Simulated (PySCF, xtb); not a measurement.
Zn(Me)2 cation (C₂H₆Zn), SMILES [CH3][Zn][CH3] (connectivity only; charge and spin as stated), charge +1, multiplicity 2.

Harmonic wavenumbers (cm⁻¹) from xtb with GFN2-xTB at its own minimum, in rising order: 21, 59, 59, 337, 367, 614, 614, 618, 618, 1084, 1142, 1334, 1334, 1338, 1338, 2979, 2994, 3026, 3026, 3027, 3028.

Q: What does PBE0-D3(BJ)/def2-SVP (PySCF) give at its own minimum? (The exact figures need the calculation; the answer reports its results.)

A: 8, 62, 62, 363, 386, 574, 574, 584, 584, 945, 1115, 1368, 1368, 1371, 1371, 3060, 3062, 3238, 3238, 3240, 3240. Paired by order, the mean absolute difference is 72 cm⁻¹ and the zero-point energies are 41.4 and 42.6 kcal/mol.
